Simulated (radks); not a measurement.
Results of a calculation; reference values are marked as such.
Si, configuration [Ne] 3s2 3p2. Level of theory: non-relativistic Kohn-Sham, LDA (Slater exchange, Perdew-Wang correlation), spin-polarised, spherical densities, point nucleus; open shells are filled with parallel spins first; hard spherical wall at 6 bohr (a radial shooting solver on a logarithmic mesh with Libxc functionals). Some entries of the table are withheld. Estimate them.

orbital  occ.  eigenvalue (hartree)  <1/r> (bohr^-1)
1s up       1             -65.12998            13.53
1s down     1             -65.12321            13.53
2s up       1              -5.02504            2.557
2s down     1              -5.01698            2.558
2p up       3              -3.46565            2.454
2p down     3              -3.45550            2.455
3s up       1              -0.38743           0.6317
3s down     1              -0.32932           0.6295
3p up       2                   (1)           0.5196
3p down     0                   (2)           0.5109
3d up       0                   (3)           0.3621
3d down     0                   (4)           0.3531
4s up       0               0.22712           0.4052
4s down     0               0.25951           0.4055
4p up       0               0.37748           0.4352
4p down     0               0.41147           0.4406

Answer. 
(1) 3p up eigenvalue (hartree): -0.13528
(2) 3p down eigenvalue (hartree): -0.08073
(3) 3d up eigenvalue (hartree): 0.17119
(4) 3d down eigenvalue (hartree): 0.21617
